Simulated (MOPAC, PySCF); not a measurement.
C4H8BN, SMILES `C=C/C=C(\B)N`, neutral singlet in the gas phase. 

Z-matrix (Å, degrees):
```
C
C 1 1.3665
N 2 1.3844 1 120.03
H 3 1.0047 2 116.47 1 -160.17
H 3 1.0072 4 114.25 2 -143.22
H 1 1.0924 2 117.99 3 3.28
C 1 1.4328 6 114.91 2 179.65
C 7 1.3385 1 123.34 6 0.47
H 8 1.0827 7 121.45 1 -179.97
H 7 1.0845 8 119.11 9 -0.03
H 8 1.0853 9 117.13 7 -179.94
B 2 1.5358 1 122.63 6 -177.97
H 12 1.1912 2 122.27 1 -2.60
H 12 1.1994 13 118.80 10 -178.40
```
Charge 0, spin multiplicity 1.

All levels are single points at this geometry (PBE0-D4/def2-TZVP); Pople sets use spherical d functions. Orbital energies aren't observables, and empty levels follow the basis.

PBE0-D4/def2-TZVP in PySCF gives gap (eV) = 3.66.

**Question.** Estimate the gap (eV) from each of these levels: BP86/6-31G* in PySCF; PBE/6-31G* in PySCF; SVWN5/6-31G* in PySCF; HF/3-21G in PySCF; PM7 in MOPAC.

**Answer.** 
```tsv
level	gap (eV)
BP86/6-31G* in PySCF	1.94
PBE/6-31G* in PySCF	1.93
SVWN5/6-31G* in PySCF	1.86
HF/3-21G in PySCF	9.09
PM7 in MOPAC	7.09
```
